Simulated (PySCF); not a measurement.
Computed IR spectrum (relative IR intensity) of a molecule C5H7F. Coordinates come from a B3LYP-D3(BJ)/def2-SVP optimisation. Other conformers were not sampled. Computed with B3LYP-D3(BJ)/def2-SVP run with PySCF. Frequencies are harmonic and unscaled.

ν (cm⁻¹): 293 (vw), 363 (w), 433 (vw), 465 (w), 617 (w), 912 (m), 961 (w), 998 (w), 1048 (w), 1056 (vw), 1125 (vs), 1205 (s), 1212 (vw), 1244 (m), 1292 (w), 1390 (s), 1420 (w), 1454 (m), 1775 (m), 3040 (m), 3046 (w), 3069 (m), 3114 (s), 3133 (w), 3227 (w) (against the strongest line: vs over 80 %, s over 45 %, m over 15 %, w over 4 %, vw less)

Identify the compound among the candidates.
A. FC=C1CCC1
B. C/C=C/C=C\F
C. C[C@@H]1C=C[C@@H]1F
D. C=C1CC(F)C1

D, C=C1CC(F)C1
